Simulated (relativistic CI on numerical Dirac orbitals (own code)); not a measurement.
**What each ingredient does to the levels of Pr14+**

Base calculation: Dirac-Coulomb-Breit CI, KLI orbitals optimised for each configuration, model QED, unscaled Slater integrals.

CI space (outside the closed core [Ar] 3d10): 4s²4p⁶4d⁹, 4s²4p⁵4d¹⁰, 4s²4p⁶4d⁸4f, 4s4p⁶4d¹⁰, 4s²4p⁶4d⁸5s, 4s²4p⁵4d⁹4f, 4s²4p⁶4d⁸5p, 4s²4p⁶4d⁷4f5s, 4s4p⁶4d⁹4f, 4s²4p⁶4d⁸5d, 4s²4p⁶4d⁷5s5p, 4s²4p⁶4d⁸6s, 4s²4p⁵4d⁹5s, 4s²4p⁶4d⁸5f, 4s²4p⁶4d⁸6p, 4s²4p⁶4d⁸5g, 4s²4p⁵4d⁹5p, 4s²4p⁶4d⁸6d, 4s²4p⁶4d⁸7s, 4s²4p⁶4d⁸6f, 4s²4p⁶4d⁸7p, 4s²4p⁵4d⁹5d, 4s4p⁶4d⁹5s, 4s²4p⁶4d⁷5s², 4s²4p⁶4d⁶4f5s², 4s²4p⁵4d⁷4f5s², 4s²4p⁶4d⁶5s²5p, 4p⁶4d⁹4f², 4p⁵4d¹⁰4f², 4p⁶4d⁸4f³, 4p⁶4d⁸4f²5s, 4p⁵4d⁹4f³, 4p⁶4d⁸4f²5p. Double excitations out of closed p, d and f shells are left out; levels of such configurations are missing from the list, as are those of other unlisted configurations, and high levels can miss mixing partners. These lack a partner that the ground configuration has and come out too high: 4s²4p⁶4d⁸5d, 4s²4p⁶4d⁸6s, 4s²4p⁵4d⁹5s, 4s²4p⁶4d⁸5f, 4s²4p⁶4d⁸6p.

The lowest level and the first level of each name with at least 55 % of one term (blank where a level has no safe partner in the second run):

| Level | Base (cm⁻¹) | Shift (cm⁻¹) |
| --- | --- | --- |
| 4s²4p⁶4d⁹ ²D5/2 | 0 | 0 |
| 4s²4p⁶4d⁹ ²D3/2 | 32083 | -309 |
| 4s²4p⁵4d¹⁰ ²P°3/2 | 841913 | +87484 |
| 4s²4p⁶4d⁸4f ⁴F°7/2 | 917697 | -10588 |
| 4s²4p⁶4d⁸4f ⁴F°9/2 | 922301 | -10682 |
| 4s²4p⁶4d⁸4f ²P°1/2 | 927468 | -2526 |
| 4s²4p⁶4d⁸4f ⁴D°7/2 | 935380 | -10113 |
| 4s²4p⁶4d⁸4f ⁴I°15/2 | 936041 | -10964 |
| 4s²4p⁶4d⁸4f ⁴F°3/2 | 938887 | -11241 |
| 4s²4p⁶4d⁸4f ⁴D°1/2 | 946901 | -1471 |
| 4s²4p⁶4d⁸4f ⁴P°1/2 | 961248 | -10032 |
| 4s²4p⁶4d⁸4f ⁴G°7/2 | 964155 | -10626 |
| 4s²4p⁶4d⁸4f ²P°3/2 | 964754 |  |
| 4s²4p⁶4d⁸5s ⁴F9/2 | 966840 | -8246 |
| 4s²4p⁶4d⁸4f ²D°5/2 | 974590 | -10689 |
| 4s²4p⁶4d⁸4f ²K°13/2 | 986343 | -10938 |
| 4s²4p⁶4d⁸4f ²K°15/2 | 988674 | -10942 |
| 4s²4p⁶4d⁸5s ⁴F5/2 | 1000747 | -8253 |

At this charge energies of transitions that change n are usually good to better than 1 %, and those within a shell (Δn = 0) to a few per cent. Levels and lines within the n = 5 or 6 shells can be off by up to 10 % or somewhat more, and those that change n by about 2 %, since core polarisation is missing.

Problem. One thing was changed in a second run, which moved the levels as shown. Which?
A. P86 correlation estimate
B. only the first 3 configurations
C. QED terms removed
D. configuration mixing switched off
E. Breit term removed

Solution. D. Configuration mixing switched off. Without mixing, levels that were pushed by configurations of the same parity and J return to their single-configuration places.

LS names give the leading component of a level, which can be under half, so a name can repeat, a term be missing and a line seem to break the LS rules.
